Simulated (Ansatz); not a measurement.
The cluster Nb₂S₂. Charge 0, multiplicity 1. Geometry B3LYP-D4/def2-SVP; atoms count from 1.

Cartesian coordinates in Å:
```
Nb 0.8101 0.4935 1.1530
Nb -1.2805 0.3240 0.6962
S 0.2494 0.5546 -1.3471
S 0.2210 -1.3722 -0.5022
```

In the def2 sets Nb takes a core potential; there is no spin–orbit coupling. The restricted singlet is unstable towards broken spin symmetry in Hartree–Fock (as tested in another run); at PBE0-D4/def2-TZVP this wasn't settled. No other spin state of charge 0 was run. Another isomer (singlet) lies 2.70 eV lower at PBE0-D4/def2-TZVP; other spin states weren't run for this one.

(1) Estimate the Mulliken populations from the PBE0/def2-TZVP orbitals of Ansatz.

(2) And the Mayer bond orders between bonded heavy atoms (over 0.3)?

## Answers

(1) 
```json
{"atom": "Nb1", "charge (e)": "0.27", "d electrons": "3.92"}
{"atom": "Nb2", "charge (e)": "0.27", "d electrons": "3.92"}
{"atom": "S3", "charge (e)": "-0.27", "d electrons": "–"}
{"atom": "S4", "charge (e)": "-0.27", "d electrons": "–"}
```
Mulliken values and Mayer orders depend strongly on the basis.

(2) Nb1–Nb2 3.90 (2.15 Å); Nb1–S3 0.67 (2.56 Å); Nb1–S4 0.67 (2.56 Å); Nb2–S3 0.67 (2.56 Å); Nb2–S4 0.67 (2.56 Å); S3–S4 1.10 (2.10 Å).
